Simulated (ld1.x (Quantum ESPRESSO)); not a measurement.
## platinum, TM: configuration errors across variants

platinum, norm-conserving Troullier–Martins (Kleinman–Bylander form), made with ld1.x (Quantum ESPRESSO) 7.5 (LDA (PZ), scalar-relativistic). Core [Kr] 4d10 4f14, reference 5s2 5p6 5d8 6s2 6p0. Waves: 5p (bound): rc 1.10 bohr; 5d (bound): rc 1.80 bohr; 5s (bound): rc 1.45 bohr. Local part: the s channel. Core correction: none.

Occupied shells without a wave of their own: 6s. They enter only through the test configuration that unscreens the potential.

All-electron excitation energies from the reference (eV): (1) 5s2 5p6 5d9 6s1 6p0 -0.930; (2) 5s2 5p6 5d9 6s0 6p0 8.614; (3) 5s2 5p6 5d8 6s0 6p0 28.873; (4) 5s2 5p6 5d9.5 6s0.5 6p0 -1.016; (5) 5s2 5p6 5d8 6s1 6p1 5.665; (6) 5s2 5p6 5d6 6s0 6p0 107.333; (7) 5s2 5p6 5d7 6s0 6p0 61.385; (8) 5s2 5p6 5d8 6s2 6p0 spin -0.518; (9) 5s2 5p6 5d9 6s1 6p0 spin -1.310.

Spin tests fill each open shell by Hund’s rule, majority spin first.

For the base: The 6s level has no wave, so the channel is fitted at the deeper level alone: the likely source of the large errors.

The file “base” misses its own reference levels by 2.0 eV. The file “wave 5d (bound): rc 1.80 bohr becomes 5d (bound): rc 1.28 bohr” misses its own reference levels by 2.0 eV. The file “wave 5d (bound): rc 1.80 bohr becomes 5d (bound): rc 1.46 bohr” misses its own reference levels by 2.0 eV. The file “wave 5d (bound): rc 1.80 bohr becomes 5d (bound): rc 2.00 bohr” misses its own reference levels by 2.0 eV. The file “wave 5d (bound): rc 1.80 bohr becomes 5d (bound): rc 2.30 bohr” misses its own reference levels by 2.0 eV. The file “wave 5d (bound): rc 1.80 bohr becomes 5d (bound): rc 2.58 bohr” misses its own reference levels by 2.0 eV.

Errors AE − PS in meV (a dash: test not solved or not reliable):

```csv
change,(1),(2),(3),(4),(5),(6),(7),(8),(9),bound ghosts
base,-1766,-4301,-5768,-2510,-2068,-9490,-7512,+42,-1720,none
wave 5d (bound): rc 1.80 bohr becomes 5d (bound): rc 1.28 bohr,-1767,-4302,-5769,-2511,-2068,-9489,-7513,+43,-1720,none
wave 5d (bound): rc 1.80 bohr becomes 5d (bound): rc 1.46 bohr,-1767,-4302,-5769,-2511,-2068,-9490,-7514,+43,-1720,none
wave 5d (bound): rc 1.80 bohr becomes 5d (bound): rc 2.00 bohr,-1766,-4301,-5768,-2510,-2068,-9490,-7514,+43,-1719,none
wave 5d (bound): rc 1.80 bohr becomes 5d (bound): rc 2.30 bohr,-1764,-4298,-5774,-2506,-2069,-9487,-7524,+46,-1717,none
wave 5d (bound): rc 1.80 bohr becomes 5d (bound): rc 2.58 bohr,-1759,-4291,-5784,-2495,-2070,-9473,-7540,+49,-1711,none
```

Q: Give the same row for: wave 5d (bound): rc 1.80 bohr becomes 5d (bound): rc 1.84 bohr.

A: -1766, -4301, -5768, -2510, -2068, -9490, -7513, +42, -1720; bound ghosts: none.
